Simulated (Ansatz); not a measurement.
Geometry optimisation, RKS r2SCAN/STO-3G in Ansatz 0.2.0.

Input:

```yaml
crystal:
  periodic: [false, false, false]
  atoms:
    - { symbol: C, position_ang: [-0.869, 1.4601, 0.5239] }
    - { symbol: Si, position_ang: [0.6138, 0.5575, 0.8921] }
    - { symbol: P, position_ang: [1.5329, -0.1947, -0.9809] }
    - { symbol: O, position_ang: [3.00162, -0.03172, -0.73397] }
    - { symbol: Si, position_ang: [2.89051, 1.51841, -1.26086] }
    - { symbol: H, position_ang: [-1.6749, 0.8888, 0.0366] }
    - { symbol: H, position_ang: [-1.3332, 1.9191, 1.4284] }
    - { symbol: H, position_ang: [-0.6764, 2.3604, -0.1685] }
    - { symbol: H, position_ang: [0.3409, -0.5575, 1.8527] }
    - { symbol: H, position_ang: [1.6031, 1.4413, 1.5967] }
    - { symbol: H, position_ang: [3.17178, 2.4651, -0.11266] }
    - { symbol: H, position_ang: [3.60555, 1.64655, -2.52055] }
basis:
  gaussian: { orbitals: STO-3G }
hamiltonian:
  xc: r2scan
relax:
  f_tol: 0.015
  max_steps: 40
```

Run as:

```bash
$ ansatz run input.yaml --threads 1 --pin off --max-ram 2048MiB --backend cpu --events-out ev --progress --plain --runs-dir out
```

Problem. Where does it end, and by what steps?

Solution. The run converged. The force dipped under the threshold on the way, but the program's further checks kept it going. Limits of this set-up: minimal basis. After 20 steps the energy has fallen by 2.682 eV; H11 moved furthest, 0.68 Å. The start is strongly strained (largest force component 15 eV/Å).

```csv
step,energy less start (eV),largest force component (eV/Å),accepted
0,0.0000,14.511,yes
1,-1.8199,7.143,yes
2,-2.5810,1.553,yes
3,-2.5130,1.485,no
4,-2.6702,0.208,yes
5,-2.6727,0.104,yes
6,-2.6754,0.045,yes
7,-2.6759,0.034,yes
8,-2.6773,0.033,yes
9,-2.6772,0.235,no
10,-2.6727,0.272,no
11,-2.6785,0.018,yes
12,-2.6797,0.079,yes
13,-2.6779,0.266,no
14,-2.6808,0.086,yes
15,-2.6812,0.103,yes
16,-2.6816,0.094,yes
17,-2.6819,0.068,yes
18,-2.6822,0.021,yes
19,-2.6823,0.005,yes
20,-2.6823,0.004,yes
```

```xyz
12
Properties=species:S:1:pos:R:3
C -0.781 1.596 0.522
Si 0.620 0.421 0.967
P 1.686 -0.336 -0.874
O 3.404 0.071 -0.409
Si 2.802 1.444 -1.323
H -1.516 1.114 -0.133
H -1.311 1.930 1.421
H -0.412 2.489 0.005
H 0.053 -0.692 1.702
H 1.536 1.109 1.858
H 2.709 2.677 -0.565
H 3.417 1.650 -2.618
```

Whether the end is a true minimum wasn't checked by a vibrational analysis.

Run time: 120 s on 1 thread of Arm Neoverse V1, with other jobs on the host, peak memory 0.17 GiB.
